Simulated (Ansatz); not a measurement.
**CHBrCl2 (bromodichloromethane): from total energies to a heat of formation**

CHBrCl2: 5 atoms, total charge 0, spin state singlet. SMILES: `ClC(Cl)Br`. Geometry: relaxed at PBE0-D4/def2-TZVP.

Total energies at r2SCAN/aug-pcseg-1 (Ansatz 0.2.0); the atoms run unrestricted:

| species | state | energy (Eh) |
| --- | --- | --- |
| CHBrCl2 | singlet | -3532.805920 |
| Cl | doublet | -460.085686 |
| C | triplet | -37.813886 |
| Br | doublet | -2573.795366 |
| H | doublet | -0.499222 |

Harmonic wavenumbers at PBE0-D4/def2-TZVP, in cm⁻¹: 214, 222, 334, 615, 741, 784, 1195, 1235, 3185.

Measured heats of formation of the gaseous atoms at 298.15 K, in kJ/mol: Cl 121.3, C 716.9, Br 111.9, H 218.0. Spin-orbit lowering of the atoms at 298 K (mean of the ground term's levels less their thermal mean, from spectra), in kJ/mol: Cl 3.44, C 0.02, Br 14.69. Take 1 Eh = 2625.50 kJ/mol, 1 cm⁻¹ = 0.0119627 kJ/mol, RT = 2.479 kJ/mol.

Problem. What heat of formation follows?

Solution. 
1. Electronic atomisation energy: 2 × (-460.085686) + (-37.813886) + (-2573.795366) + (-0.499222) − (-3532.805920) = 0.526074 Eh = 1381.2 kJ/mol.
2. Zero-point energy: half the sum of the wavenumbers, 4262.5 cm⁻¹ = 51.0 kJ/mol.
3. Thermal vibrational enthalpy, Σ hcν̃/(exp(hcν̃/kT) − 1): 4.8 kJ/mol. Translation, rotation and pV of a non-linear molecule: 4 RT = 9.9 kJ/mol.
4. The 5 free atoms carry 5/2 RT each: 31.0 kJ/mol.
5. Spin-orbit coupling lowers the free atoms by 2 × 3.44 + 0.02 + 14.69 = 21.6 kJ/mol.
6. Atomisation enthalpy at 298 K: 1381.2 − 21.6 − 51.0 − 4.8 − 9.9 + 31.0 = 1324.9 kJ/mol.
7. Sum of the atoms' heats of formation: 1289.4 kJ/mol. Heat of formation: 1289.4 − 1324.9 = -35.5 kJ/mol.

The tabulated value is -51.5 kJ/mol (Active Thermochemical Tables), so this level is off by +16.0 kJ/mol, or 1.2 % of the atomisation enthalpy that the table implies (1340.8 kJ/mol). Relativity is left out. Anharmonicity and any spin-orbit splitting of the molecule are left out.
